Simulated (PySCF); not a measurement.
**B2PLYP on Ta (tantalum, neutral)**

Configuration: [Xe] 4f14 5d5, high-spin 6S determinant (an excited configuration). All numbers are calculated (PySCF 2.14, scalar relativity by spin-free X2C-1e, in x2c-TZVPPall).

| Item | Value |
| --- | --- |
| Total energy, PT2 part included | -15603.79 hartree |
| One-electron energy | -21423.95 hartree |
| Hartree (Coulomb) energy | 6139.84 hartree |
| Exchange-correlation energy | -319.66 hartree |
| PT2 correlation before scaling by 0.27 | -0.06760 hartree |
| ⟨S²⟩ | 8.7536 |
| ⟨L²⟩ | 0.000 |
| Sum of ⟨r⟩ | 44.40 bohr |
| Sum of ⟨r²⟩ | 65.42 bohr² |
| Langevin diamagnetic susceptibility | -51.8 ×10⁻⁶ cm³/mol |

| shell | electrons | mean orbital energy (hartree) | rms radius, mean of both spins (bohr) |
| --- | --- | --- | --- |
| 1s β | 1 | -2479.71975 | 0.0211 |
| 1s α | 1 | -2479.71898 | 0.0211 |
| 2s α | 1 | -428.66261 | 0.0853 |
| 2s β | 1 | -428.65528 | 0.0853 |
| 2p α | 3 | -376.75179 | 0.0775 |
| 2p β | 3 | -376.74482 | 0.0775 |
| 3s α | 1 | -99.31583 | 0.219 |
| 3s β | 1 | -99.31488 | 0.219 |
| 3p α | 3 | -83.65638 | 0.220 |
| 3p β | 3 | -83.65509 | 0.220 |
| 3d α | 5 | -64.78199 | 0.201 |
| 3d β | 5 | -64.77669 | 0.201 |
| 4s α | 1 | -20.75466 | 0.488 |
| 4s β | 1 | -20.74803 | 0.488 |
| 4p α | 3 | -15.54134 | 0.519 |
| 4p β | 3 | -15.53461 | 0.519 |
| 4d α | 5 | -8.67360 | 0.563 |
| 4d β | 5 | -8.66295 | 0.563 |
| 5s α | 1 | -2.84742 | 1.18 |
| 5s β | 1 | -2.76247 | 1.18 |
| 5p α | 3 | -1.55947 | 1.40 |
| 5p β | 3 | -1.42545 | 1.40 |
| 4f α | 7 | -1.08181 | 0.715 |
| 4f β | 7 | -1.06840 | 0.715 |
| 5d α | 5 | -0.14863 | 2.74 |

Spin-orbit coupling, which splits the p, d and f shells strongly at this Z, is absent.

Densities and radii are taken from the X2C orbitals without a picture-change correction, which distorts them close to the nucleus.

The orbital energies are those of the SCF part of the double hybrid.
